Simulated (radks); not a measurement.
Effect of the nuclear size on the lutetium ion Lu+, [Xe] 4f14 6s2. Method: Dirac Kohn-Sham, BLYP, spin-unpolarised, spherical densities, finite nucleus; Fermi nuclear charge, rms radius 5.37 fm; computed with a radial shooting solver on a logarithmic mesh with Libxc functionals. The rms radius is varied about that value; shifts are against it.

rms radius (fm)  total energy shift (eV)  density at nucleus (e/bohr^3)  1s1/2 shift (meV)  2s1/2 shift (meV)  4p1/2 shift (meV)  5s1/2 shift (meV)  5p1/2 shift (meV)  6s1/2 shift (meV)  6p1/2 (empty) shift (meV)
4.5806                             -12.2                      1.169e+06              -4970               -681              0.309              -5.31              0.576             -0.405                      0.191
5.0102                             -5.72                      1.137e+06              -2330               -319              0.144              -2.49              0.270             -0.190                      0.090
5.37                                   0                      1.112e+06              0.000              0.000              0.000              0.000              0.000              0.000                      0.000
5.7996                              7.18                      1.085e+06               2930                401             -0.179               3.13             -0.339              0.238                     -0.113
6.0359                              11.3                      1.071e+06               4600                631             -0.281               4.91             -0.533              0.375                     -0.177

Slopes of the eigenvalues against <r^2> in GHz/fm^2, as finite differences over the two radii next to the reference (eigenvalue slopes, not the field-shift constants of lines): 1s1/2 149000, 2s1/2 20400, 4p1/2 -9.17, 5s1/2 159, 5p1/2 -17.3, 6s1/2 12.1, 6p1/2 (empty) -5.74.
